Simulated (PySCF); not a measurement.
## Continuum solvent and chemical shifts

Atom-mapped SMILES (the numbers label the heavy atoms): `[CH3:1][CH2:2][CH2:3][CH2:4][B@H-:5]1[O:6][CH:7]=[CH:8][CH:9]=[O+:10]1`. Each H is labelled by its parent atom. Ha(C2), Ha(C3), Ha(C4) are pro-R; Hb(C2), Hb(C3), Hb(C4) are pro-S.

GIAO PBE0/pcSseg-1 in PySCF 2.14 on one PBE0-D3(BJ)/def2-SVP conformer, non-relativistic, equivalent nuclei averaged. Solvents enter as an IEF-PCM continuum (dichloromethane with ε = 8.9, methanol with ε = 32.6) around the gas-phase geometry. Shifts are referred to TMS, BF3·OEt2 computed in the same medium.

In dichloromethane, δ in ppm: C9 189.8, C7 189.8, C8 106.0, C2 31.2, C3 29.8, C4 28.3, C1 17.3, B5 7.1, H(C9) 7.92, H(C7) 7.92, H(C8) 5.59, H(B5) 3.91, Hb(C3) 1.19, Ha(C3) 1.18. Dipole moment 5.25 D.

(1) How does each δ change in the more polar medium?

(2) Which nuclei move most (in ppm), and what does the model miss?

Answers

(1) 
```csv
atoms,environment,"Δδ, methanol"
C9,aldehyde carbonyl carbon,+0.5
C7,alkene carbon bearing oxygen,+0.4
C8,β carbon of an enol-ether or enamine type C=C,+0.4
C2,sp3 CH2,+0.1
C3,sp3 CH2,-0.1
C4,sp3 CH2 bonded to B,+0.1
C1,methyl carbon,0.0
B5,"boron bonded to C, 2 O, H, in a 6-membered ring",-0.1
H(C9),hydrogen on an aldehyde carbonyl carbon,+0.04
H(C7),hydrogen on an alkene carbon bearing oxygen,+0.04
H(C8),hydrogen on a β carbon of an enol-ether or enamine type C=C,+0.08
H(B5),"hydrogen on a boron bonded to C, 2 O, in a 6-membered ring",-0.04
Hb(C3),hydrogen on an sp3 CH2,+0.01
Ha(C3),hydrogen on an sp3 CH2,+0.01
```

Changes are relative to dichloromethane. The dipole moment becomes 5.44 D in methanol.

(2) C9 (aldehyde carbonyl carbon, +0.5 ppm) and C7 (alkene carbon bearing oxygen, +0.4 ppm) and C8 (β carbon of an enol-ether or enamine type C=C, +0.4 ppm) in methanol. A continuum only polarises the solute; specific hydrogen bonds, the anisotropy of aromatic solvents and changes of geometry or conformer are outside it.
